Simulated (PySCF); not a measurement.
Levels of P(12+) from EOM-EA-GCCSD

Reference: closed-shell P(13+), 1s2; one electron is added. Calculated with PySCF 2.14, two-component X2C-1e with screened spin-orbit coupling, an uncontracted even-tempered set (17 s from 0.88 bohr⁻², ratio 2.6; 10 p from 1.1 bohr⁻², ratio 2.6; 7 d from 1.2 bohr⁻², ratio 2.8; 3 f from 58 bohr⁻², ratio 2.8); frozen nothing; the 30 highest virtual spinors dropped; of the others 52 kept and the rest restored at second order. No Breit or QED terms. Binding energies in eV.

```
level  Koopmans  second order  EOM-CCSD
2s1/2    611.65        611.81    611.81
2p1/2    585.80        586.10    586.10
2p3/2    584.25        584.54    584.55
```

Electric-dipole lines between these computed levels:

```csv
lower,upper,ΔE (eV),vacuum wavelength (nm)
2s1/2,2p1/2,25.713,48.22
2s1/2,2p3/2,27.267,45.47
```

For comparison, the ionisation energy of P(12+) is 611.74 eV (theoretical estimate listed by NIST; NIST Atomic Spectra Database, ionization energies).

Only part of the computed levels is shown.

The screened spin-orbit operator tends to give fine-structure splittings of light species too large.
